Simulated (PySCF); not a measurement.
ClGa, charge -1, doublet, geometry from GFN2-xTB (such geometries of metal compounds can be far from the true shape) (a state made from the parent by changing its charge; the spin is typed, not shown lowest) (in this run its highest filled SCF level lies above zero, so its values depend strongly on the basis, on diffuse functions most of all). Base run: PBE0/6-31G* (PySCF).

Here is a job for PySCF.
```python
from pyscf import gto, scf, dft

mol = gto.Mole()
mol.atom = '''
    Ga   -0.000000   -0.000000   -0.854968
    Cl    0.000000    0.000000    1.559059
'''
mol.basis = '6-31g*'
mol.charge = -1
mol.spin = 1
mol.verbose = 4
mol.build()

mf = dft.UKS(mol)
mf.xc = 'pbe0'
mf.kernel()
mo_i, mo_e, stable_i, stable_e = mf.stability(internal=True, external=False, return_status=True, nroots=6, tol=1e-6)
print('internally stable:', stable_i, ' externally stable:', stable_e)
if not stable_i:
    umf = mf.copy()
    umf.scf_summary = {}
    umf.kernel(umf.make_rdm1(mo_i, mf.mo_occ))
mf.analyze()
```

The bond that is stretched is that between atoms 2 and 1. A test that says stable can miss a lower solution.

The base run was repeated with changes; each row names its change, and settings that it needs were set with it.

| change | ΔE vs base (kcal/mol) | <S^2> | E after following the instability (Eh) | <S^2> there | stability test says |
|---|---|---|---|---|---|
| base | 0.000 | 0.753 | - | - | internally stable (external not tested) |
| bond × 1.25 | 9.89 | 0.753 | - | - | internally stable (external not tested) |
| bond × 1.5 | 21.16 | 0.753 | - | - | internally stable (external not tested) |
| bond × 1.8 | 28.99 | 0.754 | - | - | internally stable (external not tested) |
| bond × 2.2 | 38.74 | 0.756 | -2384.36776 | 0.76 | internal instability |
| bond × 3.0 | 38.73 | 0.822 | -2384.36290 | 0.81 | internal instability |

On stretching, the SCF can end on different states; <S^2> shows the spin contamination of each.
